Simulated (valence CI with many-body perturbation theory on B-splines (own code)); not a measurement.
Sb XXI: one-electron terms

Calculated by configuration interaction combined with many-body perturbation theory (CI+MBPT): three valence electrons over a frozen Dirac-Fock core [Ar] 3d10, radial functions for each j: 11 s, 11 p, 9 d, 7 f, 5 g, 2 h, 1 i, with the one-electron correlation potential Σ1 (screened to all orders), the two-electron term Σ2, the three-electron term Σ3, Breit, model QED; selected single and double excitations, second order for the rest (own B-spline code, finite nucleus).

No measured spectrum was set against this ion. As an estimate, levels hold to about 250 cm⁻¹ or 0.2 % of their energy and the worst to 1 %, as in measured heavy ions of charge 2 to 7; those with d or f electrons hold less well.

These are the spectroscopic orbitals of the CI (the correlating ones are not listed), shaped by the core and the other valence electrons. h is the expectation value of the core's Dirac-Fock operator, without the valence repulsion; Σ1 is computed up to l = 3 at one energy for each symmetry, that of its lowest orbital but kept below the first core excitation, so for empty shells it is not the orbital's own correlation shift; Breit and QED include the response of the core.

| Orbital | h (hartree) | Σ1 (cm⁻¹) | Breit (cm⁻¹) | QED (cm⁻¹) | ⟨r⟩ (bohr) |
| --- | --- | --- | --- | --- | --- |
| 4s1/2 | -25.431 | -12043 | 2477 | 1885 | 0.7031 |
| 5s1/2 | -14.691 | -4066 | 1049 | 805 | 1.222 |
| 6s1/2 | -9.5843 | -1896 | 529 | 411 | 1.889 |
| 7s1/2 | -6.7495 | -1058 | 308 | 239 | 2.696 |
| 4p1/2 | -23.703 | -11969 | 3846 | -79.1 | 0.7154 |
| 5p1/2 | -13.887 | -4115 | 1634 | -32.8 | 1.259 |
| 6p1/2 | -9.1519 | -1988 | 856 | -17.0 | 1.943 |
| 7p1/2 | -6.4903 | -1128 | 506 | -10.0 | 2.769 |
| 4p3/2 | -23.216 | -11141 | 2405 | 106 | 0.7317 |
| 5p3/2 | -13.671 | -3918 | 1025 | 46.0 | 1.280 |
| 6p3/2 | -9.0362 | -1911 | 562 | 24.4 | 1.969 |
| 7p3/2 | -6.4212 | -1090 | 333 | 14.5 | 2.800 |
| 4d3/2 | -20.396 | -11179 | 1383 | -109 | 0.7498 |
| 5d3/2 | -12.379 | -4135 | 627 | -47.5 | 1.336 |
| 6d3/2 | -8.337 | -2087 | 342 | -25.5 | 2.058 |
| 4d5/2 | -20.301 | -10932 | 767 | -52.7 | 0.7541 |
| 5d5/2 | -12.334 | -4051 | 337 | -22.5 | 1.341 |
| 6d5/2 | -8.3125 | -2045 | 183 | -11.9 | 2.065 |
| 4f5/2 | -17.331 | -10067 | 293 | -38.9 | 0.7473 |
| 5f5/2 | -11.038 | -3522 | 149 | -21.0 | 1.373 |
| 4f7/2 | -17.319 | -9915 | 14.5 | -26.3 | 0.7483 |
| 5f7/2 | -11.03 | -3459 | 6.9 | -14.2 | 1.374 |
| 5g7/2 | -10.559 |  | 3.3 | -2.5 | 1.283 |
| 5g9/2 | -10.556 |  | -7.4 | 0.2 | 1.283 |

Among the shells of the start configuration 4s2 4p1, Σ1 is largest in size for 4s1/2, where it is 0.22 % of h.

Lowest root of each symmetry, sizes in configuration state functions:

```csv
J,Parity,Roots,Reference,Variational,Second order,Change by selected CI (cm⁻¹),Change by second order (cm⁻¹)
1/2,even,9,58,7219,9916,-991,0
3/2,even,12,90,11852,27856,-626,-1
5/2,even,11,92,13872,36489,-999,-1
7/2,even,6,68,12734,33603,-1722,-4
9/2,even,3,45,9218,27214,-2051,-4
1/2,odd,7,47,6862,15236,-1975,0
3/2,odd,12,77,11885,31483,-1928,0
5/2,odd,10,77,13155,34899,-1565,-2
7/2,odd,6,60,11638,41893,-1336,-2
9/2,odd,2,33,8208,32617,-1032,-4
```
